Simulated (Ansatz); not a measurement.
Geometry optimisation, Ansatz, RKS PBE/STO-3G.

Input file:

```yaml
crystal:
  periodic: [false, false, false]
  atoms:
    - { symbol: "N", position_ang: [-1.3485, 2.1022, 1.1589] }
    - { symbol: Al, position_ang: [-1.2579, 0.2981, 1.6168] }
    - { symbol: P, position_ang: [0.8039, -0.7318, 1.6617] }
    - { symbol: Si, position_ang: [1.4257, -0.212, -0.4153] }
    - { symbol: Si, position_ang: [0.1777, -1.5131, -1.8295] }
    - { symbol: H, position_ang: [-2.36938, 2.44611, 1.2891] }
    - { symbol: H, position_ang: [-0.75962, 2.68441, 1.7918] }
    - { symbol: H, position_ang: [-2.53, -0.5227, 1.949] }
    - { symbol: H, position_ang: [1.5151, 0.4401, 2.2814] }
    - { symbol: H, position_ang: [1.063, 1.1947, -0.6543] }
    - { symbol: H, position_ang: [2.7753, -0.4648, -0.6064] }
    - { symbol: H, position_ang: [-1.2401, -1.2517, -1.59] }
    - { symbol: H, position_ang: [0.4903, -1.1518, -3.2141] }
    - { symbol: H, position_ang: [0.4486, -2.9084, -1.5252] }
basis:
  gaussian: { orbitals: STO-3G }
hamiltonian:
  xc: pbe
relax:
  f_tol: 0.015
  max_steps: 40
```

Launched with:

```bash
$ ansatz run input.yaml --threads 1 --pin off --max-ram 2048MiB --backend cpu --events-out ev --progress --plain --runs-dir out
```

Question: Where does it end, and by what steps?

Answer: The run converged. The force dipped under the threshold on the way, but the program's further checks kept it going. Limits of this set-up: minimal basis. After 23 steps the energy has fallen by 0.749 eV; H8 moved furthest, 1.65 Å.

| step | energy less start (eV) | largest force component (eV/Å) | accepted |
| --- | --- | --- | --- |
| 0 | 0.0000 | 3.104 | yes |
| 1 | -0.4227 | 1.182 | yes |
| 2 | -0.4897 | 1.261 | yes |
| 3 | -0.6263 | 0.573 | yes |
| 4 | -0.6856 | 0.491 | yes |
| 5 | -0.7040 | 0.137 | yes |
| 6 | -0.6947 | 0.769 | no |
| 7 | -0.7112 | 0.061 | yes |
| 8 | -0.7159 | 0.079 | yes |
| 9 | -0.7183 | 0.235 | yes |
| 10 | -0.7206 | 0.331 | yes |
| 11 | -0.7266 | 0.236 | yes |
| 12 | -0.7320 | 0.189 | yes |
| 13 | -0.7342 | 0.219 | yes |
| 14 | -0.7384 | 0.150 | yes |
| 15 | -0.7394 | 0.359 | yes |
| 16 | -0.7424 | 0.159 | yes |
| 17 | -0.7463 | 0.025 | yes |
| 18 | -0.7477 | 0.076 | yes |
| 19 | -0.7480 | 0.121 | yes |
| 20 | -0.7485 | 0.070 | yes |
| 21 | -0.7491 | 0.008 | yes |
| 22 | -0.7491 | 0.006 | yes |
| 23 | -0.7491 | 0.009 | yes |

```xyz
14
Properties=species:S:1:pos:R:3
N -1.532 2.110 2.261
Al -1.239 0.682 1.312
P 0.722 -0.352 1.564
Si 1.282 -0.273 -0.587
Si 0.292 -1.874 -1.832
H -2.419 2.662 2.259
H -0.855 2.582 2.900
H -2.385 0.186 0.463
H 1.410 0.856 1.864
H 1.010 1.023 -1.211
H 2.727 -0.437 -0.696
H -1.155 -1.724 -1.851
H 0.752 -1.827 -3.213
H 0.584 -3.205 -1.319
```

Whether the end is a true minimum wasn't checked by a vibrational analysis.

The run took 69 s on 1 thread of Intel(R) Xeon(R) 6975P-C (Granite Rapids) (shared host), peak memory 0.17 GiB.
